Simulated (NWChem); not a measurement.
# SiH3S2F; SMILES S[SiH](S)F

```xyz
7

Si    -0.4340     0.0002    -0.4123
F     -1.8427    -0.1617     0.3799
S      0.6608     1.7192     0.1786
S      0.8154    -1.6347     0.1184
H     -0.8041     0.0853    -1.8468
H      0.0612     2.5215    -0.7294
H     -0.2159    -2.5076     0.1789
```
Atoms are numbered in this order, from 1.

Results from NWChem. Pople sets run with spherical d functions. The geometry was optimised at PBE0/def2-SVP.

### Question
Estimate the computed values for TPSS/6-311++G**. Quantities: highest occupied level (eV); orbital gap (eV); dipole (D).

### Answer
| Item | Value |
|---|---|
| highest occupied level (eV) | -6.87 |
| orbital gap (eV) | 5.71 |
| dipole (D) | 1.59 |
